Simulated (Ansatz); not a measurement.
Start from `FC[SiH2][NH][AlH2]` and change one atom or group to get `FC[SiH2][SiH3]`.

Ansatz, PBE0-D4/def2-TZVP geometries, multiplicity 1. Each molecule was computed in one conformer, which needn't be the lowest. `FC[SiH2][NH][AlH2]` holds a close contact that its SMILES doesn't draw: Al···F 2.01 Å.

| property | `FC[SiH2][NH][AlH2]` |
| --- | --- |
| HOMO–LUMO gap (ωB97M-V/def2-TZVPP) / eV | 10.72 |
| HOMO energy (PBE/def2-TZVPP) / eV | -5.81 |
| HOMO–LUMO gap (PBE/def2-TZVPP) / eV | 4.33 |
| HOMO energy (ωB97M-V/def2-TZVPP) / eV | -9.35 |
| HOMO energy (B3LYP/def2-TZVPP) / eV | -6.88 |
| LUMO energy (B3LYP/def2-TZVPP) / eV | -0.69 |

Task: Give the same properties after the change, and the shifts. (Estimate.)

Result: Computed: 
```json
{"property": "HOMO–LUMO gap (ωB97M-V/def2-TZVPP) / eV", "`FC[SiH2][SiH3]`": "11.97", "shift": "1.25"}
{"property": "HOMO energy (PBE/def2-TZVPP) / eV", "`FC[SiH2][SiH3]`": "-7.04", "shift": "-1.23"}
{"property": "HOMO–LUMO gap (PBE/def2-TZVPP) / eV", "`FC[SiH2][SiH3]`": "6.15", "shift": "1.82"}
{"property": "HOMO energy (ωB97M-V/def2-TZVPP) / eV", "`FC[SiH2][SiH3]`": "-10.33", "shift": "-0.98"}
{"property": "HOMO energy (B3LYP/def2-TZVPP) / eV", "`FC[SiH2][SiH3]`": "-8.07", "shift": "-1.19"}
{"property": "LUMO energy (B3LYP/def2-TZVPP) / eV", "`FC[SiH2][SiH3]`": "-0.24", "shift": "0.45"}
```

With PBE0 the HOMO falls by 1.17 eV and the LUMO rises by 0.40 eV, so the gap widens by about 1.57 eV. PBE moves the HOMO by -1.23 eV and ωB97M-V by -0.98 eV.

B3LYP here is the variant with VWN-RPA as its local correlation; programs differ in this.
